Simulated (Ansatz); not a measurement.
Basis sets compared for the cluster SiO₃H₂. Charge 0, multiplicity 1. Geometry PBE-D4/def2-TZVP. Ansatz on 4 threads of Arm Neoverse V1 on a shared host; times are rough, and most runs start from earlier orbitals.

Cartesian coordinates in Å:
```
Si -0.052 0.213 -0.463
O 0.244 0.447 1.136
O -0.269 -1.393 -0.649
O -0.122 1.272 -1.562
H 0.389 1.379 1.374
H -0.190 -1.919 0.165
```

The structure comes from a short search, and lower isomers may exist.

Binding counts from free atoms (Si triplet, O triplet, H doublet) in the same basis, without a counterpoise term.

```json
{"level": "HF/STO-3G", "functions": "26", "energy (Eh)": "-508.2433", "HOMO (eV)": "-7.30", "LUMO (eV)": "8.18", "binding per atom (eV)": "1.96", "wall time": "0.1 s"}
{"level": "HF/6-31G", "functions": "44", "energy (Eh)": "-514.5711", "HOMO (eV)": "-12.61", "LUMO (eV)": "2.06", "binding per atom (eV)": "1.84", "wall time": "0.15 s"}
{"level": "HF/def2-TZVP", "functions": "142", "energy (Eh)": "-514.9126", "HOMO (eV)": "-12.34", "LUMO (eV)": "2.06", "binding per atom (eV)": "2.79", "wall time": "0.45 s"}
{"level": "PBE-D4/def2-SVP", "functions": "70", "energy (Eh)": "-515.8120", "HOMO (eV)": "-6.41", "LUMO (eV)": "-1.62", "binding per atom (eV)": "4.29", "wall time": "0.4 s"}
{"level": "PBE-D4/def2-TZVP", "functions": "142", "energy (Eh)": "-516.2196", "HOMO (eV)": "-6.80", "LUMO (eV)": "-2.10", "binding per atom (eV)": "4.39", "wall time": "0.75 s"}
{"level": "r2SCAN-D4/def2-TZVP (with forces)", "functions": "142", "energy (Eh)": "-516.4656", "HOMO (eV)": "-7.12", "LUMO (eV)": "-1.68", "binding per atom (eV)": "4.30", "wall time": "1.7 s"}
{"level": "PBE0-D4/def2-SVP", "functions": "70", "energy (Eh)": "-515.8299", "HOMO (eV)": "-8.09", "LUMO (eV)": "-0.72", "binding per atom (eV)": "4.09", "wall time": "0.5 s"}
{"level": "PBE0-D4/def2-TZVP", "functions": "142", "energy (Eh)": "-516.2350", "HOMO (eV)": "-8.40", "LUMO (eV)": "-1.16", "binding per atom (eV)": "4.21", "wall time": "0.9 s"}
```

Estimate the rows for PBE-D4/def2-TZVPD, r2SCAN-D4/def2-TZVPD, PBE0-D4/def2-TZVPD.


```
               level  functions  energy (Eh)  HOMO (eV)  LUMO (eV)  binding per atom (eV)  wall time
   PBE-D4/def2-TZVPD        181    -516.2235      -6.92      -2.41                   4.40      1.2 s
r2SCAN-D4/def2-TZVPD        181    -516.4683      -7.20      -1.96                   4.31      2.1 s
  PBE0-D4/def2-TZVPD        181    -516.2380      -8.49      -1.57                   4.21      1.4 s
```
